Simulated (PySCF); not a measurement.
Results of a calculation; reference values are marked as such.
**AlSi2O3F6(-)**

AlSi2O3F6(-) is a molecule drawn as a unit of a network glass or zeolite (built as: Si Al Si, F ends, O bridges), charge -1, singlet. The structure was relaxed in the gas phase by PBE0-D3(BJ)/def2-SVP. No frequency run checks that it is a minimum.

SMILES: [F][Al-]1([F])[O][Si](F)(F)O[Si](F)(F)[O]1

```xyz
12

F     0.900    2.253   -2.050
Al    0.253    0.731   -1.730
F    -0.171   -0.067   -3.152
O    -1.160    0.869   -0.654
Si   -1.444    0.253    0.784
F    -2.768   -0.667    0.823
F    -1.743    1.381    1.899
O    -0.201   -0.670    1.352
Si    1.277   -0.904    0.659
F     2.377   -0.344    1.699
F     1.549   -2.495    0.653
O     1.401   -0.248   -0.783
```
(Å; atoms numbered from 1)

Shieldings: GIAO PBE0/aug-pcSseg-1.  Core levels by delta-SCF with SCAN, aug-pcX-2 on the ionised atom and aug-pcseg-1 elsewhere, spin-free X2C (2p3/2 is the spin-free 2p value less a third of a first-order spin-orbit splitting); from the vacuum level, for chosen atoms.

Q: Give the NMR and core-level values of the distinct atoms.

A: 
```
  atoms    bonded to  σ (ppm)  δ (ppm)  core level (eV)
     F1         1 Al    396.5        -                -
    Al2    2 F + 2 O    522.2        -                -
     F3         1 Al    396.1        -                -
 O4 O12  1 Al + 1 Si    257.8        -        1s 534.15
Si5 Si9    2 F + 2 O    444.8        -     2p3/2 106.14
     F6         1 Si    337.7        -                -
 F7 F10         1 Si    336.6        -        1s 689.51
     O8         2 Si    238.2        -        1s 535.36
    F11         1 Si    338.0        -        1s 689.55
```

Values are those of this one static structure; atoms that internal rotation interchanges would show their mean in an NMR spectrum.

Q: Which of O8, O12 holds its core electrons tightest, and by how much against the loosest?

A: O8 (bonded to 2 Si), by 1.21 eV over O12 (bonded to 1 Al + 1 Si).

Q: By CAM-B3LYP/def2-SVPD (TDDFT singlets, Tamm-Dancoff triplets, ionisation by delta-SCF), where does absorption start, and what does vertical ionisation take?

A: The first singlet with intensity lies at 8.32 eV (f 0.080); what lies below it is dark. The lowest singlet lies at 8.21 eV (f 0.001), the strongest of the first 6 at 8.32 eV (f 0.080), the lowest triplet at 7.96 eV; vertical ionisation takes 8.43 eV.

Excited states of gas-phase anions may lie above the detachment limit and hang on the basis.
